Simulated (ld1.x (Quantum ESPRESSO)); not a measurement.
## Configuration tests for Ca (TM)

* Element: Ca
* Generator: ld1.x (Quantum ESPRESSO) 7.5
* Type: norm-conserving Troullier–Martins (Kleinman–Bylander form)
* Functional: LDA (PZ)
* Relativity: scalar-relativistic
* Frozen core: [Ar]
* Valence charge: 2
* Reference configuration: 3d0 4s1.75 4p0 (charge +0.25)
* Partial waves: 4s (bound): rc 3.40 bohr; 4p (bound, empty): rc 4.20 bohr; 3d (bound, empty): rc 1.55 bohr
* Local potential: all-electron potential smoothed inside 1.70 bohr (lloc = -1)
* Core correction: none

Energies are relative to the spin-unpolarised reference configuration 3d0 4s1.75 4p0; without spin polarisation the order of configurations can differ from experiment. Spin-polarised rows fill each open shell by Hund’s rule, majority spin first.

Task: Give the all-electron excitation energy and the error of the potential for: 3d0 4s2 4p0; 3d0 4s1 4p0; 3d0 4s1.5 4p0; 3d0.5 4s1.5 4p0; 3d0 4s1 4p1; 3d0 4s0 4p2; 3d1 4s1 4p0; 3d0 4s1.75 4p0 (spin-polarised); 3d0 4s1 4p0 (spin-polarised).

Result:

| valence configuration | charge | ΔE all-electron (eV) | error AE − PS (meV) |
| --- | --- | --- | --- |
| 3d0 4s2 4p0 | 0 | -1.123 | +1.0 |
| 3d0 4s1 4p0 | +1 | 5.340 | +22 |
| 3d0 4s1.5 4p0 | +0.5 | 1.444 | +1.4 |
| 3d0.5 4s1.5 4p0 | 0 | -0.101 | +271 |
| 3d0 4s1 4p1 | 0 | 1.368 | +7.2 |
| 3d0 4s0 4p2 | 0 | 3.994 | +53 |
| 3d1 4s1 4p0 | 0 | 1.119 | +583 |
| 3d0 4s1.75 4p0 (spin-polarised) | +0.25 | -0.009 | +1.9 |
| 3d0 4s1 4p0 (spin-polarised) | +1 | 5.132 | +102 |

Levels in the configuration 3d0 4s2 4p0:

```tsv
level	all-electron (eV)	pseudo (eV)
4s	-3.869	-3.875
```

Note: ghost state, extra bound levels that the all-electron valence spectrum of the same l lacks: s at -39.1 eV. A true bound ghost makes a file unfit for plane-wave use.
